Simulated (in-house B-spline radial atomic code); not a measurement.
Computed with a B-spline radial atomic code. Model: two electrons, singlet ground state, non-relativistic, full CI in B-splines with partial waves to l = 8 (at full coupling up to 3e-4 hartree above the limit, correlation up to 0.6 % small), density held at that of full coupling by Lieb maximisation.

Along the adiabatic connection the electron repulsion is scaled by a coupling λ while a local potential keeps the density fixed. At λ = 0 the system is the Kohn-Sham one and W equals the exchange energy; the exchange-correlation energy is the area under W between 0 and 1. The kinetic energy rises with λ as the electrons avoid each other, with dT/dλ = −λ dW/dλ.

Command:
```bash
python run_ac.py task.json out
```
Settings (lengths in bohr, energies in hartree):
```
potential              dot
strength               0.0651
lmax                   8
second                 0.7
```

Cost of the run: 72 s on 1 thread of Intel(R) Xeon(R) Processor @ 2.30GHz, on a shared host.

**W = mean repulsion less Hartree energy, and W of three functionals.**

Given: confinement charge in harmonic well; well frequency 0.0651 hartree; nuclear charge 0.7; external potential omega^2 r^2/2 - Z/r.

Computed: PBE exchange minus exact 2.8337 millihartree; SCAN exchange minus exact -1.9538 millihartree.

| coupling | W xc (hartree) | W xc minus exchange (millihartree) | kinetic minus Kohn-Sham (millihartree) | LDA (PW92) W minus its exchange (millihartree) | PBE W minus its exchange (millihartree) | SCAN W minus its exchange (millihartree) |
| --- | --- | --- | --- | --- | --- | --- |
| 0 | -0.30452 | 0 | 0 | 0 | 0 | 0 |
| 0.02 | -0.30646 | -1.941 | 0.02 | -9.02 | -1.75 | -1.79 |
| 0.05 | -0.30926 | -4.745 | 0.12 | -17.49 | -4.38 | -4.32 |
| 0.12 | -0.31534 | -10.824 | 0.63 | -31.35 | -10.33 | -9.7 |
| 0.25 | ? | ? | ? | ? | ? | ? |
| 0.4 | -0.33457 | -30.05 | 5.46 | -63.11 | -29.92 | -26.52 |
| 0.6 | -0.34471 | -40.191 | 10.49 | -77.24 | -40.62 | -35.56 |
| 0.8 | -0.35281 | -48.293 | 16.14 | -88.08 | -49.4 | -42.96 |
| 1 | -0.35941 | -54.896 | 22.06 | -96.81 | -56.78 | -49.17 |
| 1.4 | ? | ? | ? | ? | ? | ? |
| 2 | -0.37983 | -75.316 | 51.39 | -124.56 | -81.5 | -69.58 |
| 3 | -0.39053 | -86.008 | 77.65 | -140.32 | -96.12 | -80.95 |
| 4.5 | -0.39981 | -95.289 | 111.81 | -155.14 | -110.12 | -90.86 |
| 7 | -0.40832 | -103.8 | 159.63 | -169.88 | -124.2 | -99.44 |

Q: What belongs in the row 0.25?

A: W xc (hartree): -0.32516; W xc minus exchange (millihartree): -20.639; kinetic minus Kohn-Sham (millihartree): 2.43; LDA (PW92) W minus its exchange (millihartree): -48.82; PBE W minus its exchange (millihartree): -20.22; SCAN W minus its exchange (millihartree): -18.28.

Q: What belongs in the row 1.4?

A: W xc (hartree): -0.3695; W xc minus exchange (millihartree): -64.987; kinetic minus Kohn-Sham (millihartree): 34.05; LDA (PW92) W minus its exchange (millihartree): -110.27; PBE W minus its exchange (millihartree): -68.56; SCAN W minus its exchange (millihartree): -59.01.

Q: What is the LDA exchange minus exact?

A: 41.629 millihartree.

**Energy parts, natural occupations and partial-wave weights.**

Computed: total energy -0.1227 hartree; correlation energy -0.032838 hartree; kinetic part of the DFT correlation energy 0.022058 hartree; kinetic part over minus potential part 0.40181; Hartree energy 0.60903 hartree; Kohn-Sham kinetic 0.26292 hartree; Lieb Oxford ratio E_xc over LDA exchange 1.2833.

```json
{"natural": "s", "occupation of the shell (electrons)": "1.8955"}
{"natural": "s", "occupation of the shell (electrons)": "0.051528"}
{"natural": "p", "occupation of the shell (electrons)": "?"}
{"natural": "d", "occupation of the shell (electrons)": "0.00094277"}
{"natural": "p", "occupation of the shell (electrons)": "0.00056072"}
{"natural": "s", "occupation of the shell (electrons)": "0.00020403"}
```

Q: What belongs in the row p?

A: occupation of the shell (electrons): 0.051042.

```tsv
wave	weight
s	0.9736
p	?
d	0.00050661
f	5.6949e-05
g	1.1985e-05
```

Q: What belongs in the row p?

A: weight: 0.025819.

Q: What is the initial slope twice GL2?

A: -0.09849 hartree.

Q: What is the exchange energy?

A: -0.30452 hartree.

Half-way to full coupling W has made 64 % of its drop, against 50 % for a straight line, and second-order (GL2) theory, half the initial slope, overshoots the correlation energy by about 50 %: a marked bend. Over couplings 0 to 1 the errors in E_xc come to about +9.5 millihartree for LDA, +2.5 millihartree for PBE, +1.7 millihartree for SCAN, so SCAN is nearest. In LDA and PBE and SCAN the errors of exchange and correlation have opposite signs, so the sum is smaller than the larger of the two.
